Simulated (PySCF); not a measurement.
## Spin-Hamiltonian simulation

Molecule: `c1ccnc(F)n1`, C4H3FN2.

Geometry:
| atom | x (Å) | y (Å) | z (Å) |
| --- | --- | --- | --- |
| F1 | 2.516 | -0.117 | -0.176 |
| C2 | 1.207 | -0.088 | -0.069 |
| N3 | 0.607 | -1.261 | -0.057 |
| C4 | -0.718 | -1.227 | 0.048 |
| C5 | -1.426 | -0.030 | 0.139 |
| C6 | -0.661 | 1.134 | 0.113 |
| N7 | 0.665 | 1.110 | 0.008 |
| H8 | -1.234 | -2.193 | 0.060 |
| H9 | -2.512 | -0.006 | 0.224 |
| H10 | -1.129 | 2.122 | 0.179 |

Fast rotation and ring inversion assumed for equivalent nuclei, no solvent model, one conformer, non-relativistic. B3LYP/pcJ-1 coupling constants (spin–dipole term only in couplings to heteroatoms); coordinates at the PBE0-D3(BJ)/def2-SVP level; σ from GIAO-B97-2/pcSseg-2; PySCF.

Shifts are taken against calculated references (same method and geometry level): $^{1}$H (31.36 ppm) vs TMS.

The 4-spin Hamiltonian (Zeeman plus full scalar coupling among like nuclei) was diagonalised exactly; lines are Lorentzian, 0.7 Hz wide, and the maxima above 3 % are listed with the tallest set to 100.

Peak list at 700 MHz for the spins F1/H8/H9/H10:
Hz from δ = 0 (height): 6107.2 (99), 6106.0 (99), 6102.0 (100), 6100.8 (99), 4976.9 (24), 4973.6 (25), 4971.7 (47), 4968.4 (47), 4966.5 (25), 4963.2 (23)

Q: Extract the chemical shifts and coupling constants behind this pattern (give the signs of the calculation).

A: 
Shifts (ppm): F1 -41.7, H8/H10 8.72, H9 7.10.
Couplings (Hz): F1–H8, F1–H10: 1.2; F1–H9: 3.3; H8–H9, H9–H10: 5.2; H8–H10: 2.8.
These are the parameters used. A line list fixes at most the relative signs, and those only where coupling is strong; other parameter sets or atom labellings may fit too, and couplings well below the line width leave little trace.

Unscaled 3J(H,H) at this level run about 10 % above measured values.
